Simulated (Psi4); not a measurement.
CH4F2OSSi, singlet, at a GFN2-xTB geometry; Psi4 with HF/6-31G**.

Input for Psi4:
```
memory 2 GB

molecule mol {
0 1
  C     2.120804    0.732218   -0.841686
  S     1.423924   -0.372881    0.437631
  Si   -0.629590   -0.072453    0.101587
  O    -0.951428    1.496777    0.067378
  F    -1.506483   -0.831363    1.191699
  F    -1.165757   -0.728240   -1.258463
  H     1.763861    1.743003   -0.680086
  H     1.837208    0.375346   -1.825941
  H     3.198455    0.691434   -0.726985
  H    -1.831286    1.839572   -0.079337
}

set basis 6-31g**
set reference rhf

energy('scf')
print_variables()
```

### Question
What does Psi4 print? Leave out banner, timings and long lists.

### Answer

```
   => Loading Basis Set <=

    Name: 6-31G**
    Role: ORBITAL
    Keyword: BASIS

         ---------------------------------------------------------
                                   SCF
               by Justin Turney, Rob Parrish, Andy Simmonett
                          and Daniel G. A. Smith
                              RHF Reference
         ---------------------------------------------------------

  ==> Geometry <==

    Molecular point group: c1
    Full point group: C1

    Geometry (in Angstrom), charge = 0, multiplicity = 1:

       Center              X                  Y                   Z               Mass
    ------------   -----------------  -----------------  -----------------  -----------------
         C            2.179414565913     0.779655779940    -0.866344055455    12.000000000000
         S            1.482534565913    -0.325443220060     0.412972944545    31.972071174400
         SI          -0.570979434087    -0.025015220060     0.076928944545    27.976926534650
         O           -0.892817434087     1.544214779940     0.042719944545    15.994914619570
         F           -1.447872434087    -0.783925220060     1.167040944545    18.998403162730
         F           -1.107146434087    -0.680802220060    -1.283121055455    18.998403162730
         H            1.822471565913     1.790440779940    -0.704744055455     1.007825032230
         H            1.895818565913     0.422783779940    -1.850599055455     1.007825032230
         H            3.257065565913     0.738871779940    -0.751643055455     1.007825032230
         H           -1.772675434087     1.887009779940    -0.103995055455     1.007825032230

  Running in c1 symmetry.

  Rotational constants: A =      0.11404  B =      0.05619  C =      0.05191 [cm^-1]
  Rotational constants: A =   3418.81643  B =   1684.64943  C =   1556.08402 [MHz]
  Nuclear repulsion =  410.800454948470019

  Charge       = 0
  Multiplicity = 1
  Electrons    = 66
  Nalpha       = 33
  Nbeta        = 33

  ==> Algorithm <==

  SCF Algorithm Type is DF.
  DIIS enabled.
  MOM disabled.
  Fractional occupation disabled.
  Guess Type is SAD.
  Energy threshold   = 1.00e-06
  Density threshold  = 1.00e-06
  Integral threshold = 1.00e-12

  ==> Primary Basis <==

  Basis Set: 6-31G**
    Blend: 6-31G**
    Number of shells: 52
    Number of basis functions: 118
    Number of Cartesian functions: 118
    Spherical Harmonics?: false
    Max angular momentum: 2

   => Loading Basis Set <=

    Name: (6-31G** AUX)
    Role: JKFIT
    Keyword: DF_BASIS_SCF

  ==> Integral Setup <==

  SCF_SUBTYPE=INCORE selected. In-core MEM_DF algorithm will be used.
  Using in-core AOs.

  ==> MemDFJK: Density-Fitted J/K Matrices <==

    J tasked:                   Yes
    K tasked:                   Yes
    wK tasked:                   No
    Algorithm:                 Core
    Schwarz Cutoff:           1E-12
    Mask sparsity (%):       5.4582
    Fitting Condition:        1E-10

   => Auxiliary Basis Set <=

  Basis Set: (6-31G** AUX)
    Blend: CC-PVDZ-JKFIT
    Number of shells: 204
    Number of basis functions: 684
    Number of Cartesian functions: 684
    Spherical Harmonics?: false
    Max angular momentum: 3

  Minimum eigenvalue in the overlap matrix is 5.3378662835E-03.
  Reciprocal condition number of the overlap matrix is 8.4546815050E-04.
    Using symmetric orthogonalization.

  ==> Pre-Iterations <==

  SCF Guess: Superposition of Atomic Densities via on-the-fly atomic UHF (no occupation information).

   -------------------------
    Irrep   Nso     Nmo
   -------------------------
     A        118     118
   -------------------------
    Total     118     118
   -------------------------

  ==> Iterations <==

                           Total Energy        Delta E     RMS |[F,P]|

   @DF-RHF iter SAD:  -999.44328266184698   -9.99443e+02   0.00000e+00
   @DF-RHF iter   1: -1000.45952705445438   -1.01624e+00   4.77981e-03 DIIS/ADIIS
   @DF-RHF iter   2: -1000.55862422922462   -9.90972e-02   2.70920e-03 DIIS/ADIIS
   @DF-RHF iter   3: -1000.59154170113686   -3.29175e-02   3.15575e-04 DIIS/ADIIS
   @DF-RHF iter   4: -1000.59271650087749   -1.17480e-03   6.75798e-05 DIIS
   @DF-RHF iter   5: -1000.59278641626531   -6.99154e-05   2.00427e-05 DIIS
   @DF-RHF iter   6: -1000.59279253613909   -6.11987e-06   7.28359e-06 DIIS
   @DF-RHF iter   7: -1000.59279323677640   -7.00637e-07   2.05767e-06 DIIS
   @DF-RHF iter   8: -1000.59279330158370   -6.48073e-08   6.27665e-07 DIIS
  Energy and wave function converged.

  ==> Post-Iterations <==

    Orbital Energies [Eh]
    ---------------------

    Doubly Occupied:

       1A    -91.944765     2A    -68.891215     3A    -26.306612
       4A    -26.300607     5A    -20.601195     6A    -11.275089
       7A     -8.958843     8A     -6.641600     9A     -6.640450
      10A     -6.638575    11A     -6.232962    12A     -4.341639
      13A     -4.341153    14A     -4.340195    15A     -1.607801
      16A     -1.583690    17A     -1.383099    18A     -1.053897
      19A     -0.888044    20A     -0.797460    21A     -0.748018
      22A     -0.715388    23A     -0.689670    24A     -0.680989
      25A     -0.658029    26A     -0.638127    27A     -0.614066
      28A     -0.608481    29A     -0.579105    30A     -0.553054
      31A     -0.521506    32A     -0.451935    33A     -0.378487

    Virtual:

      34A      0.148436    35A      0.171736    36A      0.205097
      37A      0.233270    38A      0.248661    39A      0.276948
      40A      0.290722    41A      0.315773    42A      0.325705
      43A      0.378019    44A      0.471260    45A      0.495047
      46A      0.519421    47A      0.532324    48A      0.559914
      49A      0.582891    50A      0.658108    51A      0.708797
      52A      0.740686    53A      0.782971    54A      0.801302
      55A      0.894379    56A      0.935016    57A      1.044413
      58A      1.068168    59A      1.092943    60A      1.097831
      61A      1.114220    62A      1.124961    63A      1.149990
      64A      1.176437    65A      1.188467    66A      1.228803
      67A      1.263087    68A      1.327835    69A      1.389679
      70A      1.449363    71A      1.465143    72A      1.505673
      73A      1.534335    74A      1.571476    75A      1.579416
      76A      1.698405    77A      1.718263    78A      1.725241
      79A      1.749829    80A      1.761185    81A      1.847786
      82A      1.912216    83A      1.999081    84A      2.008252
      85A      2.058224    86A      2.116060    87A      2.124084
      88A      2.144235    89A      2.152036    90A      2.190907
      91A      2.312011    92A      2.350379    93A      2.356025
      94A      2.370596    95A      2.396330    96A      2.455636
      97A      2.478150    98A      2.640158    99A      2.657761
     100A      2.696576   101A      2.842338   102A      2.909407
     103A      2.939732   104A      3.044874   105A      3.136963
     106A      3.137649   107A      3.253844   108A      3.291447
     109A      3.327500   110A      3.538300   111A      3.742146
     112A      3.775744   113A      3.781735   114A      4.263697
     115A      4.340824   116A      4.622514   117A      4.796117
     118A      4.818250

    Final Occupation by Irrep:
              A
    DOCC [    33 ]
    NA   [    33 ]
    NB   [    33 ]

  @DF-RHF Final Energy: -1000.59279330158370

   => Energetics <=

    Nuclear Repulsion Energy =            410.8004549484700192
    One-Electron Energy =               -2205.5747724403308894
    Two-Electron Energy =                 794.1815241902772868
    Total Energy =                      -1000.5927933015836970

Computation Completed

Properties will be evaluated at   0.000000,   0.000000,   0.000000 [a0]

Properties computed using the SCF density matrix

 Multipole Moments:

 ------------------------------------------------------------------------------------
     Multipole            Electronic (a.u.)      Nuclear  (a.u.)        Total (a.u.)
 ------------------------------------------------------------------------------------

 L = 1.  Multiply by 2.5417464519 to convert [e a0] to [Debye]
 Dipole X            :         -7.2607671            7.3100263            0.0492592
 Dipole Y            :         -4.9145626            5.9165577            1.0019951
 Dipole Z            :          2.5558103           -3.0754058           -0.5195955
 Magnitude           :                                                    1.1297788

 ------------------------------------------------------------------------------------

  Variable Map:
  ----------------------------------------------------------------------------
  "CURRENT ENERGY"           =>   -1000.592793301584
  "CURRENT REFERENCE ENERGY" =>   -1000.592793301584
  "DD SOLVATION ENERGY"      =>       0.000000000000
  "HF KINETIC ENERGY"        =>     999.488574682314
  "HF POTENTIAL ENERGY"      =>   -2000.081367983898
  "HF TOTAL ENERGY"          =>   -1000.592793301584
  "HF VIRIAL RATIO"          =>       2.001104783634
  "NUCLEAR REPULSION ENERGY" =>     410.800454948470
  "ONE-ELECTRON ENERGY"      =>   -2205.574772440331
  "PCM POLARIZATION ENERGY"  =>       0.000000000000
  "PE ENERGY"                =>       0.000000000000
  "SCF ITERATION ENERGY"     =>   -1000.592793301584
  "SCF ITERATIONS"           =>       8.000000000000
  "SCF TOTAL ENERGY"         =>   -1000.592793301584
  "TWO-ELECTRON ENERGY"      =>     794.181524190277

  Array Variable Map:
  ----------------------------------------------------------------------------
  "CURRENT DIPOLE"           =>       0.049259202764 ... -0.519595472567 1 by 3
  "SCF DIPOLE"               =>       0.049259202764 ... -0.519595472567 1 by 3
  "SCF TOTAL ENERGIES"       =>    -999.443282661847 ... -1000.592793301584 1 by 9
```
